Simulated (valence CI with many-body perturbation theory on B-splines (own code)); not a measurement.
# Yb⁴⁸⁺: E2, M1 decay

Method: relativistic CI+MBPT: four valence electrons over a frozen Dirac-Fock core [Ar], radial functions for each j: 9 s, 9 p, 10 d, 8 f, 5 g, 3 h, 1 i, with the one-electron correlation potential Σ1, the two-electron term Σ2, the three-electron term Σ3, Breit, model QED; selected CI, second order for the rest (own B-spline code, finite nucleus).

The last digits are not significant, and no measured levels were compared; by estimate large intervals hold to a few tenths of a per cent, small ones and those within an open d or f shell to about a per cent. The list stops below the first excitations out of the core. Only levels of the ground parity were solved; by the run's estimate the other parity begins above the list, which can be wrong where configurations are misplaced.

Lines 51 to 100 of 100 in falling wavelength, among levels below 1798000 cm⁻¹, chosen from the decays that carry over 1 % of a level's rate. Wavelengths and rates use the calculated energies. Electric multipoles are in the length gauge, E1 and E2 with the static RPA response of the core. S is in atomic units (e²a₀⁴ for E2 and M2, e²a₀⁶ for E3), for M1 in squared Bohr magnetons. Weak lines are less certain than strong ones. Lines between different terms over intervals too small for the method are left out, as are lines whose strength nearly cancels. The highest levels of a list are the least certain.

Levels are named by their leading jj configuration (3d3/2^4 stands for four electrons in 3d with j = 3/2), which in mixed levels can hold well under half, so a name can repeat and another be missing. Letters in brackets count levels of one name in rising energy.

```csv
λ vac (Å),Upper,Lower,Type,A (s⁻¹),S (a.u.)
218.4,(3d3/2^2 3d5/2^2) J=2 [b],(3d3/2^3 3d5/2) J=3,M1,6.99e+03,1.35e-02
218.0,(3d3/2^2 3d5/2^2) J=2 [a],(3d3/2^3 3d5/2) J=1,M1,2.08e+06,4.00e+00
215.7,(3d3/2 3d5/2^3) J=5,(3d3/2^2 3d5/2^2) J=5,M1,4.92e+05,2.01e+00
215.3,(3d3/2 3d5/2^3) J=2 [a],(3d3/2^2 3d5/2^2) J=3 [b],M1,8.68e+05,1.60e+00
215.1,(3d3/2 3d5/2^3) J=3 [b],(3d3/2^2 3d5/2^2) J=2 [b],M1,3.78e+05,9.75e-01
213.2,(3d3/2 3d5/2^3) J=6,(3d3/2^2 3d5/2^2) J=5,M1,8.02e+05,3.75e+00
212.7,(3d3/2^2 3d5/2^2) J=3 [b],(3d3/2^3 3d5/2) J=2,M1,3.38e+04,8.45e-02
209.3,(3d3/2 3d5/2^3) J=3 [a],(3d3/2^2 3d5/2^2) J=2 [a],M1,2.04e+06,4.85e+00
208.9,(3d3/2 3d5/2^3) J=3 [b],(3d3/2^2 3d5/2^2) J=4 [b],M1,2.90e+05,6.86e-01
208.5,(3d3/2 3d5/2^3) J=3 [b],(3d3/2^2 3d5/2^2) J=3 [b],M1,8.33e+05,1.96e+00
207.2,(3d3/2 3d5/2^3) J=3 [c],(3d3/2^2 3d5/2^2) J=2 [c],M1,5.67e+05,1.31e+00
206.2,(3d3/2^2 3d5/2^2) J=2 [b],(3d3/2^3 3d5/2) J=2,M1,3.30e+05,5.37e-01
205.4,(3d3/2 3d5/2^3) J=1 [b],(3d3/2^2 3d5/2^2) J=2 [c],M1,7.94e+05,7.65e-01
204.9,(3d3/2^2 3d5/2^2) J=3 [b],(3d3/2^3 3d5/2) J=4,M1,8.02e+05,1.79e+00
204.5,(3d3/2^2 3d5/2^2) J=4 [b],(3d3/2^3 3d5/2) J=4,M1,6.09e+03,1.74e-02
203.2,(3d3/2 3d5/2^3) J=2 [a],(3d3/2^2 3d5/2^2) J=1,M1,3.85e+05,5.99e-01
202.7,(3d3/2^3 3d5/2) J=2,(3d3/2^4) J=0,E2,2.53e+02,3.87e-04
196.8,(3d3/2 3d5/2^3) J=5,(3d3/2^2 3d5/2^2) J=4 [a],M1,2.97e+05,9.25e-01
193.7,(3d3/2 3d5/2^3) J=1 [a],(3d3/2^2 3d5/2^2) J=2 [a],M1,1.83e+06,1.48e+00
191.9,(3d3/2 3d5/2^3) J=2 [b],(3d3/2^2 3d5/2^2) J=2 [c],M1,8.24e+05,1.08e+00
190.5,(3d3/2 3d5/2^3) J=1 [a],(3d3/2^2 3d5/2^2) J=0 [a],M1,1.68e+06,1.30e+00
181.2,(3d3/2^2 3d5/2^2) J=2 [c],(3d3/2^3 3d5/2) J=3,M1,1.53e+06,1.69e+00
179.7,(3d3/2 3d5/2^3) J=2 [a],(3d3/2^2 3d5/2^2) J=3 [a],M1,8.12e+05,8.73e-01
174.9,(3d3/2 3d5/2^3) J=3 [b],(3d3/2^2 3d5/2^2) J=3 [a],M1,2.09e+05,2.91e-01
174.2,(3d3/2 3d5/2^3) J=0,(3d3/2^2 3d5/2^2) J=1,M1,1.43e+06,2.81e-01
172.8,(3d3/2^2 3d5/2^2) J=2 [c],(3d3/2^3 3d5/2) J=2,M1,4.62e+05,4.41e-01
172.2,(3d3/2 3d5/2^3) J=1 [b],(3d3/2^2 3d5/2^2) J=2 [b],M1,5.56e+04,3.16e-02
170.4,(3d3/2 3d5/2^3) J=3 [b],(3d3/2^2 3d5/2^2) J=4 [a],M1,2.76e+05,3.55e-01
169.4,(3d3/2 3d5/2^3) J=3 [c],(3d3/2^2 3d5/2^2) J=4 [b],M1,9.03e+04,1.14e-01
169.1,(3d3/2^2 3d5/2^2) J=4 [c],(3d3/2^3 3d5/2) J=3,M1,5.17e+05,8.35e-01
168.4,(3d3/2^2 3d5/2^2) J=2 [b],(3d3/2^3 3d5/2) J=1,M1,8.88e+04,7.87e-02
167.2,(3d3/2 3d5/2^3) J=4 [b],(3d3/2^2 3d5/2^2) J=3 [b],M1,6.00e+05,9.36e-01
166.7,(3d3/2 3d5/2^3) J=3 [b],(3d3/2^2 3d5/2^2) J=2 [a],M1,6.46e+04,7.76e-02
162.6,(3d3/2 3d5/2^3) J=2 [b],(3d3/2^2 3d5/2^2) J=2 [b],M1,6.69e+04,5.33e-02
160.5,(3d3/2 3d5/2^3) J=1 [b],(3d3/2^2 3d5/2^2) J=1,M1,4.30e+05,1.98e-01
158.8,(3d3/2 3d5/2^3) J=2 [b],(3d3/2^2 3d5/2^2) J=3 [b],M1,2.19e+05,1.62e-01
152.1,(3d3/2 3d5/2^3) J=2 [b],(3d3/2^2 3d5/2^2) J=1,M1,3.67e+05,2.40e-01
151.4,(3d3/2 3d5/2^3) J=4 [b],(3d3/2^2 3d5/2^2) J=5,M1,7.72e+05,8.93e-01
146.5,(3d3/2^2 3d5/2^2) J=2 [d],(3d3/2^3 3d5/2) J=3,M1,1.22e+04,7.10e-03
146.3,(3d3/2 3d5/2^3) J=3 [c],(3d3/2^2 3d5/2^2) J=3 [a],M1,1.39e+05,1.13e-01
144.9,(3d3/2 3d5/2^3) J=4 [b],(3d3/2^2 3d5/2^2) J=3 [a],M1,7.04e+04,7.15e-02
141.8,(3d3/2 3d5/2^3) J=4 [b],(3d3/2^2 3d5/2^2) J=4 [a],M1,1.51e+05,1.44e-01
140.9,(3d3/2^2 3d5/2^2) J=2 [d],(3d3/2^3 3d5/2) J=2,M1,7.80e+04,4.04e-02
139.7,(3d3/2 3d5/2^3) J=1 [b],(3d3/2^2 3d5/2^2) J=2 [a],M1,5.36e+05,1.63e-01
138.5,(3d3/2 3d5/2^3) J=2 [b],(3d3/2^2 3d5/2^2) J=3 [a],M1,2.77e+05,1.36e-01
138.1,(3d3/2 3d5/2^3) J=1 [b],(3d3/2^2 3d5/2^2) J=0 [a],M1,1.88e+05,5.49e-02
120.8,(3d3/2 3d5/2^3) J=3 [a],(3d3/2^3 3d5/2) J=2,M1,3.77e+04,1.73e-02
108.1,(3d3/2^2 3d5/2^2) J=0 [b],(3d3/2^3 3d5/2) J=1,M1,4.88e+05,2.28e-02
93.85,(3d3/2 3d5/2^3) J=1 [b],(3d3/2^3 3d5/2) J=2,M1,3.75e+04,3.45e-03
88.86,(3d3/2 3d5/2^3) J=0,(3d3/2^3 3d5/2) J=1,M1,5.99e+04,1.56e-03
```
